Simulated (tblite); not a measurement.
Question: What does the GFN2-xTB structure of `[CH+]([C]1C=C1)C(=S)C` [radical] look like in three dimensions? (Charge +1 and doublet state.)

Answer: 
```
atom  x, y, z in Å
C1     2.3919    0.3282   -0.2367
C2     0.9238    0.5650   -0.2470
S3     0.4148    2.1511   -0.3766
C4     0.0536   -0.5286   -0.1577
C5    -1.3052   -0.4247   -0.1461
C6    -2.5894   -1.0165   -0.0803
C7    -2.5078    0.3247   -0.1737
H8     2.6778   -0.2177   -1.1380
H9     2.6640   -0.2913    0.6185
H10    2.9572    1.2561   -0.2004
H11    0.4924   -1.5154   -0.0902
H12   -3.1805   -1.8998   -0.0074
H13   -2.9971    1.2695   -0.2271
```

Orientation and origin are arbitrary. Atoms count from 1 in this order. C7 (carbon bonded to 2 C and H) is planar (angles 149.3°, 149.2° and 61.5°, sum 360.0°, 0.00 Å off the plane of its three neighbours). C2 (carbon bonded to 2 C and S) is planar (angles 123.8°, 119.2° and 116.9°, sum 360.0°, 0.00 Å off the plane of its three neighbours). The 7 heavy atoms lie in one plane (0.008 Å rms). C4 (carbon bonded to 2 C and H) is planar (angles 124.1°, 118.2° and 117.7°, sum 360.0°, 0.00 Å off the plane of its three neighbours).

Bonds between heavy atoms (Å): C1–C2 1.487, C2=S3 1.671, C2–C4 1.400, C4–C5 1.363, C5–C6 1.415, C6=C7 1.347, C5–C7 1.417.

Structure optimised with GFN2-xTB, isolated species. This method treats the open shell by occupation alone, without spin polarisation.

Point group: near Cs, missed by 0.24 Å at most; the miss may be what the optimiser left on a soft mode. Its GFN2-xTB frequencies are all real (lowest 57 cm⁻¹). Torsions: C1–C2–C4–C5 179°, C2–C4–C5–C6 -179°. 3 starts were optimised and ended at 0.00, 0.30 and 0.30 kcal/mol (GFN2-xTB); the lowest of these is shown.

On one thread of an Arm Neoverse V1 (shared host), this took 0.31 s. This is the geometry optimisation.

One conformer stands for the species.

These are computed values.
